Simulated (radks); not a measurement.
Effect of the nuclear size on the potassium ion K3+, [Ne] 3s2 3p4. Method: Dirac Kohn-Sham, BLYP, spin-unpolarised, spherical densities, finite nucleus; open shells fill j = l - 1/2 first; Fermi nuclear charge, rms radius 3.4349 fm; computed with a radial shooting solver on a logarithmic mesh with Libxc functionals. The rms radius is varied about that value; shifts are against it.

rms radius (fm)  total energy shift (eV)  density at nucleus (e/bohr^3)  1s1/2 shift (meV)  2s1/2 shift (meV)
2.9643                          -0.00603                           5218              -2.54             -0.196
3.3009                          -0.00181                           5205             -0.760             -0.059
3.4349                                 0                           5200              0.000              0.000
3.6066                           0.00242                           5194               1.02              0.079
3.8196                           0.00558                           5187               2.35              0.181

Slopes of the eigenvalues against <r^2> in GHz/fm^2, as finite differences over the two radii next to the reference (eigenvalue slopes, not the field-shift constants of lines): 1s1/2 204, 2s1/2 15.7.
